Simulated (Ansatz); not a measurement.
One change: `[NH2][Ta]([NH2])([OH])=[S]` becomes `[NH2][Ta]([NH2])(=[S])[Cl]`.

Ansatz, PBE0-D4/def2-TZVP geometries, multiplicity 1. Each molecule was computed in one conformer, which needn't be the lowest.

Elements past krypton have def2 core potentials.

| property | `[NH2][Ta]([NH2])([OH])=[S]` |
| --- | --- |
| HOMO energy (B3LYP/def2-TZVPP) / eV | -6.99 |
| HOMO energy (PBE0/def2-TZVPP) / eV | -7.24 |
| HOMO–LUMO gap (PBE0/def2-TZVPP) / eV | 6.34 |
| size of the dipole moment (B3LYP/def2-TZVPP) / D | 3.31 |
| LUMO energy (PBE0/def2-TZVPP) / eV | -0.90 |
| size of the dipole moment (PBE/def2-TZVPP) / D | 3.26 |

Give the same properties after the change, and the shifts. (Best estimate.)

Computed: 
| property | `[NH2][Ta]([NH2])(=[S])[Cl]` | shift |
| --- | --- | --- |
| HOMO energy (B3LYP/def2-TZVPP) / eV | -7.23 | -0.24 |
| HOMO energy (PBE0/def2-TZVPP) / eV | -7.49 | -0.25 |
| HOMO–LUMO gap (PBE0/def2-TZVPP) / eV | 6.03 | -0.31 |
| size of the dipole moment (B3LYP/def2-TZVPP) / D | 4.43 | 1.12 |
| LUMO energy (PBE0/def2-TZVPP) / eV | -1.46 | -0.56 |
| size of the dipole moment (PBE/def2-TZVPP) / D | 4.38 | 1.12 |

With PBE0 the HOMO falls by 0.25 eV and the LUMO falls by 0.56 eV, so the gap narrows by about 0.31 eV. PBE moves the HOMO by -0.27 eV and ωB97M-V by -0.22 eV. The zero-point energy changes by -29.3 kJ/mol with -3 modes. Dipoles are sizes alone; their direction can turn.

B3LYP here is the variant with VWN-RPA as its local correlation; programs differ in this.
